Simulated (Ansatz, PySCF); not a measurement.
Bond stretch in SMILES BN. The N1–B4 bond (N1 also carries H, H; B4 carries H, H) is varied alone, starting from the PBE0/def2-TZVP optimised geometry.

- UHF/cc-pVDZ (PySCF)
- RHF/cc-pVDZ (PySCF)
- UKS-BHandHLYP = unrestricted BHandHLYP/cc-pVDZ run with PySCF 2.14.0
- RKS-BHandHLYP = restricted BHandHLYP/cc-pVDZ (PySCF 2.14.0)
- UKS-M06-2X = unrestricted M06-2X/cc-pVDZ (PySCF 2.14.0)
- RKS-M06-2X = restricted M06-2X/cc-pVDZ in PySCF
- UKS-wB97X-V = PySCF 2.14.0 with unrestricted wB97X-V/cc-pVDZ
- RKS-wB97X-V = restricted wB97X-V/cc-pVDZ (PySCF 2.14.0)
- UKS-PBE = Ansatz (a quantum-chemistry and plane-wave program) with unrestricted PBE/cc-pVDZ
- RKS-PBE = restricted PBE/cc-pVDZ run with Ansatz
- UKS-B3LYP/6-31G* = unrestricted B3LYP/6-31G*, spherical d (PySCF)
- RKS-B3LYP/6-31G* = restricted B3LYP/6-31G*, spherical d run with PySCF
- UKS-M06-2X/6-31G* = unrestricted M06-2X/6-31G*, spherical d (PySCF 2.14.0)
- RKS-M06-2X/6-31G* = restricted M06-2X/6-31G*, spherical d in PySCF

Scanned distances (Å): 1.12, 1.19, 1.23, 1.31, 1.33, 1.38, 1.42, 1.48, 1.54, 1.62, 1.70, 1.88, 2.09, 2.26, 2.50, 2.74, 3.03, 3.35, 3.76, 4.11, 4.83.

Q: Where does the unrestricted solution first break spin symmetry (<S²> of 0.01 or more)?

A: UHF: between 2.26 and 2.50 Å; UKS-BHandHLYP: between 2.50 and 2.74 Å; UKS-M06-2X: at none of the points with a result; UKS-wB97X-V: at none of the points with a result; UKS-PBE: between 2.26 and 2.50 Å; UKS-B3LYP/6-31G*: between 2.50 and 2.74 Å; UKS-M06-2X/6-31G*: at none of the points with a result.

| R / Å | <S²> UHF | E(RHF) − E(UHF) / kcal/mol | <S²> UKS-BHandHLYP | E(RKS-BHandHLYP) − E(UKS-BHandHLYP) / kcal/mol | <S²> UKS-M06-2X | E(RKS-M06-2X) − E(UKS-M06-2X) / kcal/mol | <S²> UKS-wB97X-V | E(RKS-wB97X-V) − E(UKS-wB97X-V) / kcal/mol | <S²> UKS-PBE | E(RKS-PBE) − E(UKS-PBE) / kcal/mol | <S²> UKS-B3LYP/6-31G* | E(RKS-B3LYP/6-31G*) − E(UKS-B3LYP/6-31G*) / kcal/mol | <S²> UKS-M06-2X/6-31G* | E(RKS-M06-2X/6-31G*) − E(UKS-M06-2X/6-31G*) / kcal/mol |
|---|---|---|---|---|---|---|---|---|---|---|---|---|---|---|
| 1.12 | 0.00 | 0.0 | 0.00 | 0.0 | 0.00 | 0.0 | 0.00 | 0.0 | 0.00 | 0.0 | 0.00 | 0.0 | 0.00 | 0.0 |
| 1.19 | 0.00 | 0.0 | 0.00 | 0.0 | 0.00 | 0.0 | 0.00 | 0.0 | 0.00 | 0.0 | 0.00 | 0.0 | 0.00 | 0.0 |
| 1.23 | 0.00 | 0.0 | 0.00 | 0.0 | 0.00 | 0.0 | 0.00 | 0.0 | 0.00 | 0.0 | 0.00 | 0.0 | 0.00 | 0.0 |
| 1.31 | 0.00 | 0.0 | 0.00 | 0.0 | 0.00 | 0.0 | 0.00 | 0.0 | 0.00 | 0.0 | 0.00 | 0.0 | 0.00 | 0.0 |
| 1.33 | 0.00 | 0.0 | 0.00 | 0.0 | 0.00 | 0.0 | 0.00 | 0.0 | 0.00 | 0.0 | 0.00 | 0.0 | 0.00 | 0.0 |
| 1.38 | 0.00 | 0.0 | 0.00 | 0.0 | 0.00 | 0.0 | 0.00 | 0.0 | 0.00 | 0.0 | 0.00 | 0.0 | 0.00 | 0.0 |
| 1.42 | 0.00 | 0.0 | 0.00 | 0.0 | 0.00 | 0.0 | 0.00 | 0.0 | 0.00 | 0.0 | 0.00 | 0.0 | 0.00 | 0.0 |
| 1.48 | 0.00 | 0.0 | 0.00 | 0.0 | 0.00 | 0.0 | 0.00 | 0.0 | 0.00 | 0.0 | 0.00 | 0.0 | 0.00 | 0.0 |
| 1.54 | 0.00 | 0.0 | 0.00 | 0.0 | 0.00 | 0.0 | 0.00 | 0.0 | 0.00 | 0.0 | 0.00 | 0.0 | 0.00 | 0.0 |
| 1.62 | 0.00 | 0.0 | 0.00 | 0.0 | 0.00 | 0.0 | 0.00 | 0.0 | 0.00 | 0.0 | 0.00 | 0.0 | 0.00 | 0.0 |
| 1.70 | 0.00 | 0.0 | 0.00 | 0.0 | 0.00 | 0.0 | 0.00 | 0.0 | 0.00 | 0.0 | 0.00 | 0.0 | 0.00 | 0.0 |
| 1.88 | 0.00 | 0.0 | 0.00 | 0.0 | 0.00 | 0.0 | 0.00 | 0.0 | 0.00 | 0.0 | 0.00 | 0.0 | 0.00 | 0.0 |
| 2.09 | 0.00 | 0.0 | 0.00 | 0.0 | 0.00 | 0.0 | 0.00 | 0.0 | 0.00 | 0.0 | 0.00 | 0.0 | 0.00 | 0.0 |
| 2.26 | 0.00 | 0.0 | 0.00 | 0.0 | 0.00 | 0.0 | 0.00 | 0.0 | 0.00 | 0.0 | 0.00 | 0.0 | 0.00 | 0.0 |
| 2.50 | 0.96 | 16.2 | 0.00 | 0.0 | 0.00 | 0.0 | 0.00 | 0.0 | 0.12 | 0.2 | 0.00 | 0.0 | 0.00 | 0.0 |
| 2.74 | 1.01 | — | 1.01 | 16.1 | 0.96 | — | 0.93 | — | 0.35 | 1.7 | 0.64 | 3.3 | 0.94 | — |
| 3.03 | 1.01 | — | 1.00 | — | 1.00 | — | 1.00 | — | 0.91 | 9.2 | 1.00 | 22.9 | 1.00 | — |
| 3.35 | 1.01 | — | 1.00 | — | 1.00 | — | 1.00 | — | 1.00 | 23.8 | 1.00 | 41.2 | 1.00 | — |
| 3.76 | 1.01 | — | 1.00 | — | 1.00 | — | 1.00 | — | 1.00 | 28.1 | 1.00 | 42.9 | 1.00 | — |
| 4.11 | 1.01 | — | 1.00 | — | 1.00 | — | 1.00 | — | 1.00 | 29.2 | 1.00 | 45.2 | 1.00 | — |
| 4.83 | 1.01 | — | 1.00 | — | 1.00 | — | 1.00 | — | 1.00 | 30.0 | 1.00 | 47.7 | 1.00 | — |

A dash means that the run gave no value there, or that the column was ended at a point which the program doubted or which failed a test of continuity chosen for this set; such a test can also cut sound points.
